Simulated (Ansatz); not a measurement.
Species: H$_{4}$SiNO, charge 0, doublet. H4SiNO (SMILES N[SiH]O, doublet).
B3LYP-D3(BJ)/def2-TZVP minimum from Ansatz (a quantum-chemistry and plane-wave program):
```xyz
7

Si    -0.4699    -0.2528     0.0098
N      0.9553    -0.6387    -0.8644
O     -0.1364     1.1599     0.8202
H     -0.6785    -1.4151     0.9331
H      1.1669    -1.5928    -1.1105
H      1.3851     0.0193    -1.4955
H     -0.8909     1.7184     1.0251
```
Charge 0, spin multiplicity 2.

Total energies in cc-pV(D+d)Z, 19 correlated electrons, 7 frozen orbitals. UHF or UKS for unpaired electrons; spin-orbit terms are left out. Cores are frozen in correlated methods. No relativity.

```csv
method,program,energy (Eh),minus CCSDT(Q) (mEh)
HF,Ansatz,-420.61044,484.04
MP2,Ansatz,-421.05358,40.91
CCSD,Ansatz,-421.08154,12.94
CCSD(T),Ansatz,-421.09248,2.01
CCSDT(Q),Ansatz,-421.09448,0.00
```

Rough core times of Ansatz's runs on a shared machine: CCSD(T) under 20 s, CCSDT(Q) 40 min.
